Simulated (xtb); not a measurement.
BeHBr, SMILES [BeH][Br]. All values are semi-empirical tight-binding results from xtb (GFN2-xTB unless named), good for trends rather than for accurate numbers. Geometry optimised at GFN2-xTB.

For metal compounds this method's bond lengths and energies can be far off.

```json
{
  "point_group_as_xtb_finds_it": "C∞v",
  "orbital_gap": "5.78 eV",
  "zero_point_energy": "5.0 kcal/mol",
  "G − E(el) at 298.15 K (modified RRHO)": "-9.3 kcal/mol"
}
```
